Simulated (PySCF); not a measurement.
Gas-phase reaction: 2 GeF2 + GeH3 + 5 F = 3 GeHF3

Method: PySCF energies plus ideal-gas RRHO corrections (1 bar). † marks an energy on the PBE0/def2-TZVP geometry and frequencies; other levels use their own. CCSD(T) freezes the core. Open shells (unrestricted): GeH3 (multiplicity 2), F (multiplicity 2); the rest are closed-shell singlets. Spin-orbit splitting is ignored; it lowers the true energy and changes the entropy of F. Ge: all electrons, no relativistic terms. GeH3, GeHF3: computed as isolated molecules; such fragments, hydroxides, amides, oligomers or adducts are transient or little studied in the gas. CCSD(T) isn't extrapolated to the basis-set limit.

CCSD(T)/def2-TZVPP† gives ΔH°(298 K) = -2229 kJ.

Problem. What do PBE/def2-SVP, LDA/def2-TZVP†, PBE0/def2-SVP† give?

Solution. PBE/def2-SVP: -2271 kJ; LDA/def2-TZVP†: -2648 kJ; PBE0/def2-SVP†: -2165 kJ. For scale, ΔH°(298 K) is -2229 kJ at this level, -2208 kJ at ωB97M-V/def2-TZVP†, and runs from -2648 to -1533 kJ over the 20 levels computed.
